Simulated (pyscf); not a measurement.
H₃C–CH₂–GaH–NH₂ (SMILES C[CH2][GaH][NH2]), singlet

Gas-phase minimum from PySCF at ωB97X-D3(BJ)/def2-SVP, one conformer. H₃C–CH₂–GaH–NH₂ lies 10.4 kcal/mol over its isomer H₃C–Ga(CH₃)–NH₂ (electronic energy, ωB97M-D3(BJ)). 

```xyz
12

C      1.3192     0.2934     0.2831
C      0.5570     0.8827    -0.9094
Ga    -1.3543     1.1976    -0.5581
N     -1.9653     0.7627     1.0971
H      2.3858     0.1263     0.0559
H      1.2739     0.9595     1.1610
H      0.8966    -0.6767     0.5938
H      1.0101     1.8389    -1.2268
H      0.6398     0.2207    -1.7898
H     -2.4067     1.7853    -1.5581
H     -1.3856     0.3749     1.8329
H     -2.9240     0.8750     1.4056
```
Charge 0, spin multiplicity 1.

Bonded distances (Å): C1–C2 1.533, C1–H5 1.103, C1–H6 1.103, C1–H7 1.103, C2–Ga3 1.969, C2–H8 1.105, C2–H9 1.105, Ga3–N4 1.817, Ga3–H10 1.566, N4–H11 1.014, N4–H12 1.013. Bond angles (°): C2–C1–H5 112.3, C2–C1–H6 111.5, C2–C1–H7 111.5, H5–C1–H6 107.2, H5–C1–H7 107.2, H6–C1–H7 106.9, C1–C2–Ga3 113.9, C1–C2–H8 110.6, C1–C2–H9 110.6, Ga3–C2–H8 108.1, Ga3–C2–H9 108.1, H8–C2–H9 105.0, C2–Ga3–N4 116.8, C2–Ga3–H10 126.8 (the first ones only).

Properties at ωB97X-D3(BJ)/def2-SVP:

```json
{
  "harmonic_wavenumbers_unscaled": "71, 121, 211, 272, 340, 375, 545, 551, 598, 644, 719, 754, 945, 973, 1063, 1245, 1255, 1408, 1444, 1484, 1490, 1537, 2000, 3050, 3066, 3111, 3132, 3141, 3626, 3727 cm⁻¹",
  "zero_point_energy": "61.3 kcal/mol",
  "rotational_symmetry_number": "1",
  "Entropy of this conformer at 298 K and 1 atm, rigid rotor and harmonic oscillator, modes under 100 cm⁻¹ raised to 100": "341.3 J/(mol K)",
  "dipole_moment": "0.89 D"
}
```

Single-point totals, which compare only within one level:

```csv
level,total energy (hartree)
ωB97X-D3(BJ)/def2-TZVP,-2060.73689
PBE/def2-TZVP,-2060.22014
r²SCAN/def2-TZVP,-2060.60590
B3LYP-D3(BJ)/def2-TZVP,-2060.77353
PBE0-D3(BJ)/def2-TZVP,-2060.28718
M06-2X/def2-TZVP,-2060.62559
ωB97M-D3(BJ)/def2-TZVP,-2060.76140
```

Soft torsions are taken as harmonic, which can shift the entropy by several J/(mol K). Elements up to Kr have no core potential and no relativistic terms here.
